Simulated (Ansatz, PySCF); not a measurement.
C2H11NSi3, SMILES N1([SiH3])[SiH2]CC[SiH2]1.

Coordinates come from a PBE0-D3(BJ)/def2-SVP optimisation. This is a generated structure with no PubChem entry under its InChIKey; it may be hypothetical. The values are those of a single conformer.

Vertical ionisation energy (IE) and electron affinity (EA) in eV. Rows of orbital energies are one-electron estimates. Where ΔSCF, EOM or ADC give a negative EA the extra electron is unbound and the value depends on the basis.

```json
[
 {"level": "−ε(HOMO), −ε(LUMO), r2SCAN/def2-TZVP (PySCF)", "IE": "(withheld)", "EA": "(withheld)"},
 {"level": "−ε(HOMO), −ε(LUMO), PBE/def2-TZVP (PySCF)", "IE": "6.13", "EA": "0.91"},
 {"level": "ΔSCF, CAM-B3LYP/def2-SVPD (Ansatz), final states of multiplicity 2 and 2", "IE": "9.20", "EA": "-1.53"},
 {"level": "ΔSCF, PBE/def2-SVPD (Ansatz), final states of multiplicity 2 and 2", "IE": "8.70", "EA": "-1.01"}
]
```

Problem. What belongs in the gaps? (An estimate is asked for; the answer gives what the named calculation found.)

Solution. 
- −ε(HOMO), −ε(LUMO), r2SCAN/def2-TZVP (PySCF), IE: 6.42
- −ε(HOMO), −ε(LUMO), r2SCAN/def2-TZVP (PySCF), EA: 0.58

Problem. What vertical singlet–triplet gap does ΔSCF give with CAM-B3LYP/def2-SVPD (Ansatz, a quantum-chemistry and plane-wave program) and with PBE/def2-SVPD (Ansatz)? (An estimate is asked for; the answer gives what the named calculation found.)

Solution. 6.04 and 5.15 eV (triplet above singlet where positive).
